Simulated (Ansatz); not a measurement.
Two members of one family (Oligo(pyridine), dithiol), computed with Ansatz in the gas phase. Binding counts from free atoms in the multiplicity of their measured ground term, without zero-point energy. Sets without diffuse functions give affinities that are too small. A dash marks a value that wasn't run or was left out as unsound. The structures are stationary points that may keep the symmetry of their start. Remarks come from the PBE and PBE0 runs and from stability tests at other levels; not every state was tested. A HOMO above zero means that the electron is unbound at that level and held by the basis, or that self-interaction error raises the level; the energy of removing that electron tells which.

First: Sc1ccc(-c2ccc(-c3ccc(S)nc3)nc2)nc1 (singlet, charge 0, PBE-D4/def2-SVP geometry).

```xyz
31

S    -2.222    3.583   -5.982
C    -1.715    2.830   -4.463
C    -1.745    3.465   -3.205
C    -1.316    2.764   -2.076
C    -0.858    1.433   -2.209
C    -0.388    0.626   -1.060
C     0.038   -0.706   -1.250
C     0.478   -1.458   -0.162
C     0.492   -0.874    1.128
C     0.943   -1.608    2.332
C     1.377   -2.953    2.315
C     1.786   -3.572    3.494
C     1.750   -2.818    4.690
S     2.267   -3.577    6.207
N     1.343   -1.538    4.733
C     0.954   -0.961    3.591
N     0.088    0.403    1.313
C    -0.331    1.115    0.267
N    -0.833    0.831   -3.421
C    -1.241    1.496   -4.498
H    -2.573    4.783   -5.442
H    -2.103    4.502   -3.106
H    -1.343    3.260   -1.096
H     0.012   -1.120   -2.268
H     0.809   -2.494   -0.319
H     1.398   -3.529    1.377
H     2.127   -4.618    3.497
H     2.027   -2.452    6.935
H     0.621    0.089    3.642
H    -0.642    2.149    0.497
H    -1.199    0.953   -5.462
```

| level | HOMO (eV) | LUMO (eV) | gap (eV) | vertical IE (eV) | vertical EA (eV) | vertical triplet (eV) | binding per atom (eV) |
| --- | --- | --- | --- | --- | --- | --- | --- |
| PBE-D4/def2-SVP | -5.18 | -2.67 | 2.51 | – | – | – | 5.38 |
| PBE-D4/def2-TZVP | -5.28 | -2.80 | 2.49 | 6.99 | 1.11 | 2.37 | 5.30 |
| r2SCAN-D4/def2-TZVP | -5.42 | -2.71 | 2.71 | – | – | – | 5.09 |
| PBE0-D4/def2-SVP | -6.08 | -2.02 | 4.06 | – | – | – | 5.23 |
| PBE0-D4/def2-TZVP | -6.12 | -2.10 | 4.02 | 7.31 | 0.97 | 2.72 | 5.15 |

Remarks: HOMO above zero (-1 doublet).

Second: Sc1ccc(-c2ccc(-c3ccc(-c4ccc(S)nc4)nc3)nc2)nc1 (singlet, charge 0, PBE-D4/def2-SVP geometry).

```xyz
40

S    -0.298   -7.419    5.843
C    -0.383   -6.069    4.704
C    -1.478   -5.804    3.858
C    -1.427   -4.704    3.000
C    -0.282   -3.873    2.992
C    -0.154   -2.690    2.113
C     1.042   -1.938    2.098
C     1.155   -0.829    1.262
C     0.065   -0.467    0.435
C     0.108    0.691   -0.488
C    -1.039    1.056   -1.226
C    -0.990    2.147   -2.089
C     0.213    2.882   -2.217
C     0.342    4.057   -3.108
C    -0.729    4.592   -3.860
C    -0.523    5.701   -4.678
C     0.774    6.263   -4.727
S     1.065    7.675   -5.759
N     1.807    5.775   -4.021
C     1.591    4.710   -3.241
N     1.317    2.530   -1.517
C     1.262    1.482   -0.695
N    -1.086   -1.178    0.454
C    -1.185   -2.236    1.257
N     0.767   -4.138    3.806
C     0.721   -5.185    4.625
H    -1.523   -7.937    5.552
H    -2.367   -6.454    3.866
H    -2.279   -4.502    2.336
H     1.862   -2.253    2.758
H     2.085   -0.244    1.259
H    -1.951    0.455   -1.098
H    -1.885    2.424   -2.664
H    -1.734    4.147   -3.810
H    -1.346    6.130   -5.269
H     2.382    7.747   -5.411
H     2.448    4.321   -2.666
H     2.202    1.249   -0.165
H    -2.157   -2.762    1.225
H     1.606   -5.352    5.265
```

**Question.** Estimate how these quantities change from the first to the second (second minus first).

**Answer.** 
```
              level  Δ HOMO (eV)  Δ LUMO (eV)  Δ gap (eV)  Δ vertical IE (eV)  Δ vertical EA (eV)  Δ vertical triplet (eV)  Δ binding per atom (eV)
    PBE-D4/def2-SVP        -0.01        -0.20       -0.19                   –                   –                        –                     0.09
   PBE-D4/def2-TZVP         0.00        -0.18       -0.18               -0.19                0.38                    -0.14                     0.09
r2SCAN-D4/def2-TZVP         0.01        -0.19       -0.20                   –                   –                        –                     0.08
   PBE0-D4/def2-SVP         0.01        -0.22       -0.23                   –                   –                        –                     0.09
  PBE0-D4/def2-TZVP         0.02        -0.20       -0.23               -0.15                0.32                    -0.08                     0.09
```

Remarks: HOMO above zero (-1 doublet).
